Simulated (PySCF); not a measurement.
FeF2: what the settings change

The complex FeF2 (charge 0) contains Fe(II), shell d6. The structure is a PBE0-D3(BJ)/def2-TZVP geometry optimised for multiplicity 5; coordination linear, point group D∞h, metal–donor distances 1.75 Å.

```
3

Fe    0.000    0.000    0.000
F     0.000    0.000    1.752
F     0.000    0.000   -1.752
```

Method (PySCF 2.14, density fitting): CASSCF(6,5) with orbitals averaged over all microstates of the shell, strongly contracted NEVPT2 on the averaged canonical orbitals; basis x2c-TZVPall on the metal, x2c-SVPall elsewhere; spin-free X2C; gas phase; spin-orbit coupling by state interaction with the mean-field operator over all roots.

Base run: NEVPT2 ground state 5Δg, next 5Σg+ at 8132, then 5Πg at 9383 cm⁻¹, B(CASSCF) 1073, ζ 393 cm⁻¹, μeff(300 K) 6.23 μB.

Problem. What happens with the basis x2c-TZVPall on all atoms?

Solution. NEVPT2 ground state 5Δg, next 5Σg+ at 8116, then 5Πg at 9405 cm⁻¹, B(CASSCF) 1072, ζ 393 cm⁻¹, μeff(300 K) 6.23 μB. It took 5.5 s against 7.1 s on a shared host of the same kind.

Problem. What happens with orbitals averaged over the highest spin alone?

Solution. NEVPT2 ground state 5Δg, next 5Σg+ at 8139, then 5Πg at 8959 cm⁻¹, B(CASSCF) 1098, ζ 400 cm⁻¹, μeff(300 K) 6.24 μB.

No frequencies were computed for the optimised geometry. NEVPT2 lifts 5Πg from 7319 to 9383 cm⁻¹; on the d shell alone such lifts tend to overshoot.
